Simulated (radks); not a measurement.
The terbium ion Tb54+, 11 electrons, occupied as [Ne] 3s1.

Calculated with a radial shooting solver on a logarithmic mesh with Libxc functionals: Dirac Kohn-Sham, relativistic LDA (MacDonald-Vosko exchange, VWN5 correlation), spin-unpolarised, spherical densities, finite nucleus; Fermi nuclear charge, rms radius 5.06 fm.

Energy parts (hartree):
| part | energy |
|---|---|
| total | -8491.0026 |
| kinetic | 9444.8257 |
| electron-nucleus | -18588.7436 |
| Hartree | 747.9998 |
| exchange-correlation | -95.0846 |

Orbitals (lengths in bohr, moments of r in powers of bohr; <r^-3> diverges for s and p1/2; r(max) is where P^2 peaks):
orbital  occ.  eigenvalue (hartree)   r(max)      <r>  <r^-3>
1s1/2       2             -2046.127  0.01370  0.02158       -
2s1/2       2             -459.2023  0.07729  0.08975       -
2p1/2       2             -446.3474  0.05813  0.07469       -
2p3/2       4             -418.1789  0.06389  0.08128   10770
3s1/2       1             -189.7540   0.2054   0.2147       -

The highest occupied level is 3s1/2 at -5163.5 eV. The electron density at the nucleus is 6.697e+05 e/bohr^3. The density falls to 0.001 e/bohr^3 at r = 0.57 bohr. Summed over all electrons, <r^2> = 0.1188 bohr^2, which gives a Langevin (diamagnetic) susceptibility term of -0.0941 x 10^-6 cm^3/mol.
